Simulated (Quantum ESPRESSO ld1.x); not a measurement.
All-electron atom: Mn+ in [Ar] 3d6 (not the ground configuration).

Method: non-relativistic Kohn-Sham, LDA (Slater exchange, Perdew-Zunger correlation), spin-polarised, spherical densities, point nucleus; open shells are filled with parallel spins first; computed with ld1.x of Quantum ESPRESSO 7.5.

Energy parts (eV):
part                     energy
total                 -31246.93
kinetic                31208.26
electron-nucleus      -74243.43
Hartree                13137.09
exchange-correlation   -1348.85

Orbitals (lengths in bohr, moments of r in powers of bohr; r(max) is where P^2 peaks; r(90%) holds 90 % of the orbital's charge):
orbital  occ.  eigenvalue (eV)  r(90%)   r(max)
1s up       1         -6361.67   0.110  0.04061
1s down     1         -6361.66   0.110  0.04061
2s up       1         -733.422   0.439   0.2358
2s down     1         -731.780   0.438   0.2356
2p up       3         -629.910   0.408   0.1895
2p down     3         -628.657   0.407   0.1893
3s up       1         -87.8969    1.30   0.7453
3s down     1         -84.3417    1.31   0.7460
3p up       3         -58.5020    1.42   0.7567
3p down     3         -55.0250    1.43   0.7580
3d up       5         -12.0843    2.26   0.7681
3d down     1          -9.0843    2.54   0.7800
4s up       0         -10.8018    4.31    2.444
4s down     0          -9.7068    4.56    2.548
4p up       0          -6.4053    5.52    3.024
4p down     0          -5.7398    5.92    3.233

The highest occupied level is 3d down at -9.084 eV. The configuration is held as typed, so some empty levels lie below it. Spin moment in Bohr magnetons: 4. The density falls to 0.001 e/bohr^3 at r = 3.52 bohr.
